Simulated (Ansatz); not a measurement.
Job for Ansatz (an electronic-structure program): R-CCSD(T)/aug-cc-pV(D+d)Z on ClH3Si (SMILES [SiH3]Cl) with ghost functions, monomers drawn apart or pushed together. Files ending in .json are basis or fitting sets from the Basis Set Exchange.

Ansatz 0.2 input:
```yaml
crystal:
  periodic: [false, false, false]
  atoms:
    - {symbol: Si, position_ang: [-0.91361905, -0.71889476, 4.72769962]}
    - {symbol: Cl, position_ang: [0.91390216, 0.06554263, 4.15239192]}
    - {symbol: H, position_ang: [-1.61536329, 0.29852387, 5.53452857]}
    - {symbol: H, position_ang: [-0.65925970, -1.92881195, 5.53394476]}
    - {symbol: H, position_ang: [-1.68219760, -1.04863932, 3.51418344]}
basis:
  gaussian:
    orbitals: aug-cc-pV_D+d_Z.json
    ghost_atoms:
      - {symbol: P, position_ang: [0.11014149, -0.29786893, 0.05658711]}
      - {symbol: H, position_ang: [1.35459819, -0.92604765, 0.31148296]}
      - {symbol: H, position_ang: [0.32097764, -0.24325078, -1.34628937]}
      - {symbol: H, position_ang: [0.62145483, 1.00530653, 0.27668708]}
magnetization: {spin_polarized: false}
correlation: {method: ccsd_t, electrons: outside_noble_gas}
scf: {lower_state_search: off}
```

Output:

```
WARN ansatz: RAYON_NUM_THREADS=1 ignored (pool sized by the plan → 1); use --threads N
Functional definition: HF
these checks for a lower state are left out or cut short: stability, starts, cluster_reference, orbital_swaps, neighbouring_geometries, increment
integrals: 0.38 GiB planned
1326 factors; integrals over basis functions are off by at most 1.2e-3 eV
mean field: 0.41 GiB planned
mean field evaluation 1: about -20414.2388 eV, gradient 1.2e1 eV
mean field evaluation 2: about -20414.2398 eV, gradient 1.2e1 eV
mean field evaluation 4: about -20414.9374 eV, gradient 1.5e0 eV
mean field evaluation 8: about -20414.9464 eV, gradient 5.4e-4 eV
mean field -20414.94638023 eV, -750.2354417257 hartree, gradient 2.3e-6 eV, S^2 0.000000; 0 other end points of the search recorded, 0 dependent functions left out
10 core orbitals not correlated
reference -20414.94638023 eV, -750.2354417257 hartree; 7, 7 occupied and 133, 133 virtual orbitals, 1326 factors
second order -7.08679651 eV of doubles, -0.00000000 eV of singles
coupled cluster: 0.96 GiB planned
cycle   1  -7.82705542 eV  change   -7.4e-1 eV  update   6.2e-2
cycle   2  -8.07100120 eV  change   -2.4e-1 eV  update   1.9e-2
cycle   3  -8.09263411 eV  change   -2.2e-2 eV  update   5.8e-3
cycle   4  -8.09064285 eV  change    2.0e-3 eV  update   1.7e-3
cycle   5  -8.09014119 eV  change    5.0e-4 eV  update   4.4e-4
cycle   6  -8.09011949 eV  change    2.2e-5 eV  update   1.4e-4
cycle   7  -8.09013332 eV  change   -1.4e-5 eV  update   3.8e-5
cycle   8  -8.09014016 eV  change   -6.8e-6 eV  update   1.1e-5
perturbative correction -0.21261095 eV, -0.0078133082 hartree
Total energy: -20423.24913133 eV, -750.5405622008 hartree
Checks for a lower state left out: stability, starts, cluster_reference, orbital_swaps, neighbouring_geometries, increment
```

Self-consistency was reached.

Cost: about 11 core-seconds (a rough figure).
